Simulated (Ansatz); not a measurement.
`FC(F)=N[SiH3]` + `FBN[SiH3]` → `FBN([SiH3])[SiH3]` + `N=C(F)F` at 500 K and 1 bar (ligand exchange at the Si–N bond).

Computed with Ansatz on PBE0-D4/def2-TZVP structures; ΔE is electronic, products minus reactants. CBS: MP2 limit from def2 TZ/QZ plus the TZ coupled-cluster correction, frozen cores. One conformer a species, not always the lowest.

| species | CCSD(T)/CBS energy (Eh) | H − E (kJ/mol) | S (J/(mol·K)) |
| --- | --- | --- | --- |
| `FC(F)=N[SiH3]` | -583.21240 | 147.7 | 381.8 |
| `FBN[SiH3]` | -471.49367 | 191.1 | 371.5 |
| `FBN([SiH3])[SiH3]` | -761.79139 | 245.6 | 439.2 |
| `N=C(F)F` | -292.91376 | 92.9 | 298.1 |

H − E and S are ideal-gas, rigid-rotor, harmonic terms from PBE0-D4/def2-TZVP, for one conformer and one mirror image of each species. 1 Eh = 2625.50 kJ/mol, R = 8.31446 J/(mol·K).

Q: By hand: ΔE, ΔH, ΔS and ΔG.

A: ΔE = (-761.79139) + (-292.91376) − (-583.21240) − (-471.49367) = 0.00092 Eh = 2.4 kJ/mol. Δ(H − E) = 245.6 + 92.9 − 147.7 − 191.1 = -0.3, so ΔH = 2.1 kJ/mol. ΔS = 439.2 + 298.1 − 381.8 − 371.5 = -16.0 J/(mol·K). ΔG = 2.1 − 500 × (-16.0)/1000 = 10.1 kJ/mol.

Q: By hand: the equilibrium constant, and the temperature at which ΔG would vanish if ΔH and ΔS stayed fixed.

A: log₁₀ K = −ΔG/(RT ln 10) = -1.1. ΔH and −TΔS have one sign here, so there is no such temperature. One of them is within its doubt of zero, so this could turn.

TΔS isn't small against ΔH here. A doubt of 5 kJ/mol in ΔE shifts log₁₀ K by 0.5 here. Other conformers and mirror images would add mixing entropy, several J/(mol·K) or more a flexible species. These are equilibria of isolated gas molecules and say nothing of rates. Largest T1 diagnostic: 0.013 (customary marks: 0.02 for closed shells, 0.045 for open ones).
